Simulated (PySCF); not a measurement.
An unknown gives this computed stick spectrum. Method: PySCF, TDDFT PBE0/def2-SVPD, vertical, gas phase, core orbitals frozen in the response. Geometries: GFN2-xTB, one conformer each.

| state | E (eV) | f | main configurations (H = HOMO, L = LUMO) |
| --- | --- | --- | --- |
| S1 | 5.57 | 0.0034 | H→L (78%), H→L+2 (9%) |
| S2 | 6.92 | 0.0064 | H-3→L (29%), H-1→L (25%), H→L+1 (15%) |
| S3 | 6.95 | 0.0002 | H-2→L (46%), H-1→L (28%) |
| S4 | 7.29 | 0.0041 | H→L+1 (46%), H-2→L (23%), H-1→L (12%) |
| S5 | 7.49 | 0.029 | H-1→L (24%), H-2→L (22%), H→L+2 (17%) |
| S6 | 7.63 | 0.065 | H→L+2 (52%), H-3→L (32%) |

Orbital energies (eV): HOMO-3 -9.15, HOMO-2 -8.97, HOMO-1 -8.82, HOMO -8.04, LUMO -0.50, LUMO+1 0.34, LUMO+2 0.57.

**Question.** Which structure fits? All have the formula C5H7ClO2.
A. `CO[C@@H]1C[C@@H]1C(=O)Cl`
B. `O=C1C[C@@H](Cl)CCO1`
C. `O1CC(=O)C[C@H]1CCl`
D. `CC/C(Cl)=C\C(=O)O`

**Answer.** B. Its S1, at 5.57 eV, is the highest among the candidates; the nearest of the others has S1 at 5.16 eV. S1 is HOMO→LUMO (78%), HOMO→LUMO+2 (9%). Löwdin shares by element: HOMO oxygen 58% or more, carbon 19% or more, chlorine 10%; LUMO carbon 32% or more, chlorine 23%, oxygen 16% or more (atoms not listed hold the other 29%). At the same level the other candidates give, for their lowest levels:
- `CC/C(Cl)=C\C(=O)O`: 4.76 eV (f 0.000); 5.58 eV (f 0.408); 6.11 eV (f 0.000); 6.83 eV (f 0.001); 6.90 eV (f 0.012); T1 3.54 eV; HOMO -7.83, LUMO -1.72 eV
- `O=C1CO[C@H](CCl)C1`: 4.32 eV (f 0.000); 5.74 eV (f 0.007); 6.75 eV (f 0.001); 6.83 eV (f 0.002); 6.85 eV (f 0.015); T1 3.76 eV; HOMO -7.44, LUMO -0.94 eV
- `CO[C@@H]1C[C@@H]1C(=O)Cl`: 5.16 eV (f 0.001); 5.61 eV (f 0.003); 6.42 eV (f 0.002); 6.71 eV (f 0.120); 6.95 eV (f 0.076); T1 4.65 eV; HOMO -7.90, LUMO -1.07 eV
Triplets come from the Tamm–Dancoff approximation.
